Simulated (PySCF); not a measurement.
A GIAO shielding run with PySCF 2.14.0 with density-fitted response routines (density fitting, non-relativistic, gas phase) on `Cl[SiH2]C1=C(OCC2CC2)C1`, C7H11ClOSi:

```
$ OMP_NUM_THREADS=1 python probes_run.py task.json out

{"job": {"kind": "nmr", "xc": "PBE0", "basis": "pcSseg-1"}, "charge": 0, "multiplicity": 1}
Cl     4.156810     1.138709    -1.542432
Si     2.370074     0.198081    -1.443172
C      1.821759     0.126885     0.313596
C      0.936384     0.269949     1.274441
O     -0.255806     0.613548     1.709259
C     -1.205074     0.968797     0.700050
C     -1.993908    -0.231984     0.237702
C     -2.617521    -0.222905    -1.125653
C     -1.450727    -1.117540    -0.844639
C      2.255394    -0.192202     1.749669
H      1.406524     0.975673    -2.226818
H      2.544127    -1.140047    -2.008231
H     -0.684717     1.434811    -0.143736
H     -1.867057     1.700660     1.173789
H     -2.547350    -0.708431     1.037403
H     -2.455452     0.643083    -1.748783
H     -3.594097    -0.665161    -1.244022
H     -0.496017    -0.863569    -1.278641
H     -1.624558    -2.179333    -0.765322
H      2.384468    -1.226234     2.051679
H      2.907824     0.494153     2.278865
```

Hardware: 1 thread of an Intel Xeon, shared host. The job also computes population analyses, field gradients, ring-centre shieldings.

Q: How large is the calculation?

A: 92 electrons, 239 basis functions and 1282 auxiliary functions.

Q: How long does it take, and how much memory does it need?

A: 95 s of wall time, with 14 SCF cycles and 5 response iterations; peak memory 1.1 GiB. Times on a shared host scatter by some tens of per cent.
